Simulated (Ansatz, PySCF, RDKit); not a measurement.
Pair of molecules: H2O (SMILES O) (first 3 atoms) with H4OSi (SMILES O[SiH3]); geometry from B3LYP-D3(BJ)/def2-TZVP, rigid monomers moved along the line of their centres of mass till O1···H6 is 2.11 Å.
(charge 0, multiplicity 1):
```xyz
9

O      0.2554    -0.5303     0.3290
H     -0.4467    -0.9593    -0.1722
H      0.6992     0.0626    -0.2871
O     -0.6623     0.7855     2.9556
Si    -0.0661     0.2791     4.3985
H     -0.3502     0.3486     2.1449
H     -0.3658    -1.1531     4.6610
H     -0.7134     1.1059     5.4399
H      1.4077     0.4500     4.4910
```

Interaction energies are E(AB) − E(A) − E(B) at the monomers' geometry in the complex; basis-set methods are counterpoise corrected. Rows marked so take none.

Rows in 6-31G* carry no dispersion term and start afresh at each structure (6-31G* with six Cartesian d functions).

Run with Ansatz (Gaussian basis) for Hartree–Fock, density functionals and correlated methods; PySCF for 6-31G* rows, the dispersion terms; RDKit for the force fields. Values without a source in brackets are computed.

### Question
One of these levels gives -5.46 kcal/mol for the interaction energy. Which?
A) r2SCAN-D4/def2-TZVPPD
B) M06-2X/6-31G* (no counterpoise)
C) MMFF94
D) B3LYP/6-31G*

### Answer
C, MMFF94. The others give -6.09 (r2SCAN-D4/def2-TZVPPD), -6.87 (B3LYP/6-31G*), -8.34 (M06-2X/6-31G* (no counterpoise))

Ansatz is a quantum-chemistry and plane-wave program.
